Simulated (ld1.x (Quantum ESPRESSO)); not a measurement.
# Mg: excitation energies, all-electron against ultrasoft

ld1.x (Quantum ESPRESSO) 7.5 input, shortened:

```
&input
   title='Mg', zed=12., rel=1, dft='PZ', iswitch=3,
   config='[Ne] 3s0.5 3p0 3d-2'
 /
 &inputp
   pseudotype=3, tm=.true., lloc=-1, rcloc=2.25,
   nlcc=.false.,
   which_augfun='PSQ', rmatch_augfun=1.70
 /
6
3S  1  0   0.50   0.00  2.05  2.65  0.0
3S  1  0   0.00   1.70  2.05  2.65  0.0
3P  2  1   0.00   0.00  1.95  2.70  0.0
3P  2  1   0.00   0.40  1.95  2.70  0.0
3D  3  2  -2.00  -0.20  1.75  1.95  0.0
3D  3  2  -2.00   0.75  1.75  1.95  0.0
 &test
   configts(1)='3s0.5 3p0'
 /
```

Energies are relative to the spin-unpolarised reference configuration 3s0.5 3p0; without spin polarisation the order of configurations can differ from experiment. Spin-polarised rows fill each open shell by Hund’s rule, majority spin first.

Give the all-electron excitation energy and the error of the potential for: 3s2 3p0; 3s1 3p0; 3s1.5 3p0; 3s0 3p2; 3s1 3p1; 3s0 3p1; 3s0.5 3p0 (spin-polarised); 3s1 3p0 (spin-polarised).

```tsv
valence configuration	charge	ΔE all-electron (eV)	error AE − PS (meV)
3s2 3p0	0	-14.737	+161
3s1 3p0	+1	-6.664	+40
3s1.5 3p0	+0.5	-11.545	+105
3s0 3p2	0	-7.468	+18
3s1 3p1	0	-11.214	+71
3s0 3p1	+1	-2.272	+5.4
3s0.5 3p0 (spin-polarised)	+1.5	-0.112	+48
3s1 3p0 (spin-polarised)	+1	-6.984	+138
```

Levels in the configuration 3s0 3p1:

```csv
level,all-electron (eV),pseudo (eV)
3p,-7.878,-7.881
```
